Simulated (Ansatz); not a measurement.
A made-up structure of SiClOF, singlet:

```xyz
4
angstrom
O 1.2537 0.8379 1.0978
Si 0.1543 0.0099 0.1281
F 0.0578 -1.7321 -0.0827
Cl -1.4658 0.8844 -1.1433
```

It is relaxed with PBE-D4/def2-SVP and then PBE0-D4/def2-TZVP (Ansatz 0.2.0). Atoms count as bonded within 1.22 times the sum of their covalent radii (H–H: 0.88 Å). The end point is not checked to be a true minimum.

Q: Does its bonding change? (A judgement: the text doesn't fix the answer.)

A: By the calculation: No: no bond forms or breaks.

Where it ends: The first stage lowers the energy by 1.03 eV in 6 steps. It ends as SiClOF ([O][Si]([F])[Cl]):
O1  (1.120, 0.748, 0.980)
Si2  (0.138, 0.009, 0.114)
F3  (0.052, -1.547, -0.074)
Cl4  (-1.309, 0.790, -1.020)
(Å)

Labels in which every atom is bracketed show which atoms are joined, not bond orders.

For scale, one of the runs: PBE0-D4/def2-TZVP relaxation, 136 basis functions, launched by `ansatz run in.yaml --threads 2 --pin off --events-out ev --progress --plain --max-ram 4352MiB`. The run took about 8.5 s on 2 CPU threads of an Intel Xeon Platinum 8488C (shared host).
